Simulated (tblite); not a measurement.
Compound: C5H4ClO2 (charge -1).
InChI=1S/C5H5ClO2/c1-3-2-4(6)5(7)8-3/h2,7H,1H3/p-1

Computed with GFN2-xTB (tblite): harmonic, unscaled wavenumbers at the GFN2-xTB geometry, gas phase. The method is semi-empirical: single wavenumbers can be off by several per cent or more.

Harmonic wavenumbers (cm⁻¹): 73.5, 138.8, 183.0, 200.2, 263.2, 302.9, 407.6, 514.8, 539.3, 606.4, 627.1, 766.4, 796.0, 909.0, 960.0, 1020.0, 1034.7, 1083.3, 1231.1, 1268.0, 1373.1, 1392.2, 1478.0, 1498.6, 1619.8, 1731.0, 2933.7, 2960.6, 3023.9, 3126.0.

A = 3235, B = 1261, C = 912.4 MHz; mass 130.990 u (most abundant isotopes); point group Cs, symmetry number 1.

Problem. What is the zero-point energy?

Solution. Half the sum of the wavenumbers: 17031 cm⁻¹ = 48.69 kcal/mol.

Problem. Give the ideal-gas entropy at 298.15 K and 1 bar in the rigid-rotor, harmonic-oscillator model (classical rotation).

Solution. Translation 40.55, rotation 28.85, vibration 18.38: S = 87.8 cal/(mol K).

Problem. And Cp and H(298.15 K) − H(0)?

Solution. Cp = 28.85 cal/(mol K), of which vibrations give 20.90 (their classical limit is 30 R = 59.6); H(298.15 K) − H(0) = 5.45 kcal/mol without the zero-point energy, 3.08 from vibrations.

Problem. What must be added to the electronic energy to get the Gibbs energy at 298.15 K and 1 bar?

Solution. ZPE + [H(298.15 K) − H(0)] − T·S = 48.69 + 5.45 − 26.17 = 27.97 kcal/mol.

Problem. How do the functions run with temperature in this model?

Solution. 
```csv
T (K),S (cal/(mol K)),Cp (cal/(mol K)),H − H(0) (kcal/mol),G − H(0) (kcal/mol),ln q(vib)
100,65.0,14.9,1.08,-5.42,0.74
200,77.7,22.2,2.94,-12.59,2.35
300,88.0,29.0,5.51,-20.88,4.08
500,105.5,40.1,12.48,-40.29,7.55
800,126.8,50.3,26.20,-75.27,12.48
1000,138.5,54.4,36.69,-101.84,15.48
```

q(vib) and H(0) count from the zero-point level.

Problem. Which modes carry the vibrational entropy at 298.15 K?

Solution. 73.5 cm⁻¹: 4.06; 138.8 cm⁻¹: 2.82; 183.0 cm⁻¹: 2.30; 200.2 cm⁻¹: 2.13; 263.2 cm⁻¹: 1.64; 302.9 cm⁻¹: 1.40 cal/(mol K); the other 24 give 4.04 together.

Problem. Blend soft modes into free rotors: weight 1/[1 + (100 cm⁻¹/ν̃)⁴] for the oscillator and the rest for a rotor with moment μB/(μ + B), μ = h/(8π²ν), B = 10⁻⁴⁴ kg m². What vibrational entropy results?

Solution. 17.64 cal/(mol K) in place of 18.38, which changes −T·S at 298.15 K by +0.22 kcal/mol.

Hindered rotation and anharmonicity are outside this model.
